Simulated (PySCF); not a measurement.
**Basis-set dependence of population analyses: 1,1,1-trifluoro-2,3-epoxypropane**

1,1,1-trifluoro-2,3-epoxypropane, C₃H₃F₃O.
Z-matrix (Å and degrees, PBE0-D3(BJ)/def2-SVP geometry), rows numbered from 1:
```
F 
C   1  1.3313
F   2  1.3324  1  107.90
F   2  1.3360  1  108.16  3  -116.29
C   2  1.5064  1  112.10  3   122.36
C   5  1.4606  2  120.89  1    21.86
O   5  1.3976  2  115.72  1   -46.11
H   5  1.0983  2  112.78  1   175.59
H   6  1.0958  5  119.37  7   103.49
H   6  1.0965  5  118.67  7  -104.26
```

PBE0 throughout (PySCF), one geometry, spherical d and f functions. Geometry: PBE0-D3(BJ)/def2-SVP; no solvent, vibrations or thermal averaging. Atoms taken as equivalent share a column and are averaged. The first 7 of 8 kinds of atom are listed.

Mulliken charges (e):

| basis | functions | F1/F3/F4 | C2 | C5 | C6 | O7 | H8 | H9 |
| --- | --- | --- | --- | --- | --- | --- | --- | --- |
| STO-3G | 38 | -0.111 | +0.340 | -0.042 | -0.090 | -0.173 | +0.099 | +0.101 |
| 6-31G | 69 | -0.270 | +0.812 | -0.089 | -0.123 | -0.433 | +0.228 | +0.214 |
| pcSseg-0 | 69 | -0.325 | +1.001 | -0.149 | -0.092 | -0.590 | +0.279 | +0.265 |
| 6-31G* | 104 | -0.298 | +0.960 | -0.100 | -0.147 | -0.423 | +0.209 | +0.202 |
| cc-pVDZ | 113 | -0.164 | +0.540 | -0.103 | +0.117 | -0.246 | +0.055 | +0.067 |
| def2-SVP | 113 | -0.178 | +0.586 | -0.099 | +0.140 | -0.316 | +0.080 | +0.074 |
| aug-cc-pVDZ | 188 | -0.479 | +1.542 | +0.732 | +0.903 | -0.626 | -0.433 | -0.362 |
| 6-311+G(2d,p) | 207 | -0.300 | +0.775 | +0.123 | -0.107 | -0.309 | +0.130 | +0.151 |
| def2-TZVP | 235 | -0.156 | +0.441 | -0.021 | -0.065 | -0.289 | +0.141 | +0.138 |
| cc-pVTZ | 252 | -0.154 | +0.510 | -0.076 | -0.041 | -0.250 | +0.113 | +0.106 |
| IGLO-III | 275 | -0.192 | +0.482 | +0.099 | -0.084 | -0.252 | +0.105 | +0.123 |

IAO charges (e):

```csv
basis,functions,F1/F3/F4,C2,C5,C6,O7,H8,H9
STO-3G,38,-0.139,+0.441,-0.093,-0.153,-0.198,+0.141,+0.140
6-31G,69,-0.257,+0.734,-0.016,-0.108,-0.356,+0.176,+0.172
pcSseg-0,69,-0.254,+0.738,-0.021,-0.095,-0.362,+0.173,+0.167
6-31G*,104,-0.275,+0.805,+0.009,-0.079,-0.375,+0.157,+0.156
cc-pVDZ,113,-0.274,+0.799,+0.007,-0.081,-0.369,+0.157,+0.156
def2-SVP,113,-0.274,+0.800,+0.011,-0.072,-0.374,+0.155,+0.154
aug-cc-pVDZ,188,-0.280,+0.810,+0.011,-0.081,-0.388,+0.165,+0.163
"6-311+G(2d,p)",207,-0.280,+0.810,+0.011,-0.081,-0.390,+0.166,+0.164
def2-TZVP,235,-0.282,+0.820,+0.010,-0.080,-0.388,+0.164,+0.163
cc-pVTZ,252,-0.281,+0.818,+0.009,-0.082,-0.385,+0.163,+0.162
IGLO-III,275,-0.281,+0.815,+0.010,-0.082,-0.390,+0.166,+0.164
```

Hirshfeld charges (e):

```csv
basis,functions,F1/F3/F4,C2,C5,C6,O7,H8,H9
STO-3G,38,-0.081,+0.252,+0.007,+0.016,-0.119,+0.027,+0.031
6-31G,69,-0.093,+0.255,+0.003,+0.001,-0.167,+0.065,+0.059
pcSseg-0,69,-0.089,+0.253,-0.001,-0.002,-0.157,+0.058,+0.056
6-31G*,104,-0.087,+0.245,+0.004,-0.002,-0.158,+0.060,+0.054
cc-pVDZ,113,-0.082,+0.240,-0.009,-0.012,-0.136,+0.056,+0.051
def2-SVP,113,-0.086,+0.249,-0.006,-0.010,-0.145,+0.058,+0.053
aug-cc-pVDZ,188,-0.087,+0.249,-0.013,-0.016,-0.147,+0.066,+0.059
"6-311+G(2d,p)",207,-0.089,+0.250,-0.011,-0.010,-0.151,+0.067,+0.059
def2-TZVP,235,-0.088,+0.247,-0.010,-0.013,-0.147,+0.065,+0.058
cc-pVTZ,252,-0.086,+0.246,-0.011,-0.015,-0.144,+0.063,+0.056
IGLO-III,275,-0.088,+0.249,-0.013,-0.015,-0.148,+0.066,+0.059
```

Some averages cover members that differ in this geometry, most widely: F1/F3/F4, Mulliken in 6-311+G(2d,p) -0.322 to -0.281; F1/F3/F4, Mulliken in aug-cc-pVDZ -0.500 to -0.466 e.

Q: Which scheme is steadiest as the basis changes?

A: Largest range over the bases for any column: Hirshfeld 0.05 e, IAO 0.38 e, Mulliken 1.20 e. Hirshfeld charges move least and Mulliken charges most, counted in e. Without the minimal STO-3G basis the ranges are Hirshfeld 0.03, IAO 0.09, Mulliken 1.10 e.

Q: How much do the charges still move between the two largest bases, cc-pVTZ and IGLO-III?

A: At most, over all atoms: Mulliken 0.175 e, IAO 0.005 e, Hirshfeld 0.004 e.

Q: What do the same runs give for the total energy, the frontier levels and the dipole moment?

A: 
```json
{"basis": "STO-3G", "energy (Eh)": "-483.5906", "HOMO (eV)": "-4.87", "LUMO (eV)": "5.93", "μ (D)": "1.37"}
{"basis": "6-31G", "energy (Eh)": "-490.1853", "HOMO (eV)": "-8.59", "LUMO (eV)": "1.86", "μ (D)": "2.87"}
{"basis": "pcSseg-0", "energy (Eh)": "-489.1746", "HOMO (eV)": "-8.78", "LUMO (eV)": "1.67", "μ (D)": "2.91"}
{"basis": "6-31G*", "energy (Eh)": "-490.3359", "HOMO (eV)": "-8.36", "LUMO (eV)": "2.28", "μ (D)": "2.30"}
{"basis": "cc-pVDZ", "energy (Eh)": "-490.3724", "HOMO (eV)": "-8.41", "LUMO (eV)": "1.96", "μ (D)": "2.28"}
{"basis": "def2-SVP", "energy (Eh)": "-489.9754", "HOMO (eV)": "-8.56", "LUMO (eV)": "1.90", "μ (D)": "2.40"}
{"basis": "aug-cc-pVDZ", "energy (Eh)": "-490.4127", "HOMO (eV)": "-8.73", "LUMO (eV)": "-0.06", "μ (D)": "2.44"}
{"basis": "6-311+G(2d,p)", "energy (Eh)": "-490.5030", "HOMO (eV)": "-8.77", "LUMO (eV)": "0.29", "μ (D)": "2.50"}
{"basis": "def2-TZVP", "energy (Eh)": "-490.5552", "HOMO (eV)": "-8.72", "LUMO (eV)": "1.48", "μ (D)": "2.41"}
{"basis": "cc-pVTZ", "energy (Eh)": "-490.5302", "HOMO (eV)": "-8.65", "LUMO (eV)": "1.37", "μ (D)": "2.36"}
{"basis": "IGLO-III", "energy (Eh)": "-490.5595", "HOMO (eV)": "-8.74", "LUMO (eV)": "0.90", "μ (D)": "2.44"}
```

The dipole is fixed by the density alone, so its range of 1.54 D shows that the density itself changes with the basis, not only its division among atoms.
